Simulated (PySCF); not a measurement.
# Radial density of Ga+ (gallium, charge +1)

UHF, [Ar] 3d10 4s1 4p1, high-spin 3P determinant (an excited configuration). All numbers are calculated (PySCF 2.14, scalar relativity by spin-free X2C-1e, in x2c-TZVPPall with one added diffuse shell each of s, p, d type (7s6p5d1f, 57 functions)).

```tsv
r (bohr)	4πr²ρ (e/bohr)	4πr²(ρα − ρβ)
0.000769	0.2374	0.0001
0.00129	0.5915	0.0003
0.00217	1.465	0.0007
0.00366	3.517	0.0017
0.00615	7.957	0.0037
0.0104	16.32	0.0073
0.0174	28.41	0.0119
0.0293	37.59	0.0132
0.0493	34.45	0.0086
0.0828	31.15	0.0209
0.139	43.24	0.0456
0.234	31.37	-0.0297
0.394	22.24	0.0288
0.663	24.41	-0.0099
1.12	7.462	0.2120
1.88	1.585	0.9512
3.16	0.5061	0.4955
5.31	0.04939	0.0493
8.93	3.476e-05	0.0000
15.0	1.449e-05	0.0000
```

Densities and radii are taken from the X2C orbitals without a picture-change correction, which distorts them close to the nucleus.

Where is the radial spin density 4πr²(ρα − ρβ) most negative, and why is it negative at all?

Around r = 0.234 bohr, down to -0.0297 e/bohr: exchange with the open shell polarises the paired shells in an unrestricted calculation.
